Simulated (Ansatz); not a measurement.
Molecule: KCl (charge -1, doublet). 
Structure (B3LYP-D3(BJ)/def2-TZVP (Ansatz, a first-principles code) minimum search):
```
K
Cl 1 2.8549
```
Charge -1, spin multiplicity 2.

Parts of the frozen-core correlation energy in def2-SVP (Ansatz, hartree). Frozen orbitals: 14; correlated occupied orbitals by spin: 5 and 4; virtual: 23 and 24. UHF or UKS for open shells. Spin-orbit coupling is left out. No relativistic terms.

```csv
term,value
reference (HF),-1058.51797
MP2 opposite-spin,-0.09911
MP2 same-spin,-0.03656
CCSD correlation,-0.14786
(T),-0.00178
CCSDT minus CCSD(T),-0.00020
CCSDT(Q) minus CCSD(T),-0.00041
T1 diagnostic,0.009
largest doubles amplitude,0.039
<S^2> of the reference,0.750
```
